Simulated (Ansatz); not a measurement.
BrHTe (SMILES Br[TeH]) moved off its minimum; all values from Ansatz (a first-principles code), cores frozen in correlated methods. Elements past Kr take the def2 small-core potentials, without spin–orbit coupling.
(charge 0, multiplicity 1)
```xyz
3

Te    -0.5527    -0.5149     0.6245
H     -1.6291    -1.0277    -0.6119
Br     0.9181     0.8067    -1.0091
```

### Question
Give the forces (eV/Å), the total energy and the dipole at CCSD(T)/def2-TZVPPD.

### Answer

| atom | Fx | Fy | Fz |
|---|---|---|---|
| Te1 | -0.199 | 0.037 | -0.932 |
| H2 | 0.508 | 0.241 | 0.586 |
| Br3 | -0.309 | -0.278 | 0.345 |
Energy -2840.3566 hartree, dipole 1.72 D.
